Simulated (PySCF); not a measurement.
All values below come from PBE-D3(BJ)/def2-TZVP // r2SCAN-D4/def2-SVP run with PySCF. Isolated molecules, 0 K electronic values unless said otherwise. One relaxed conformer stands for a flexible species; it need not be the lowest. 

Reference species: [Cd(Br)2] (neutral, multiplicity 1).

The mean distance from the central atom to its bonded neighbours is 2.404 Å, the HOMO is -7.15 eV and the charge on the central atom (Mulliken) is 0.66 e.

Changed species: [Cd(OH)2] (0 of 2 OH replaced by Br; the reference has 2 of 2 OH replaced by Br).

Give the shifts of the mean distance from the central atom to its bonded neighbours, HOMO and charge on the central atom (Mulliken).

the mean distance from the central atom to its bonded neighbours drops by 0.443 Å, to 1.961 Å; the HOMO increases by 0.71 eV, to -6.44 eV; the charge on the central atom (Mulliken) rises by 0.12 e, to 0.78 e.
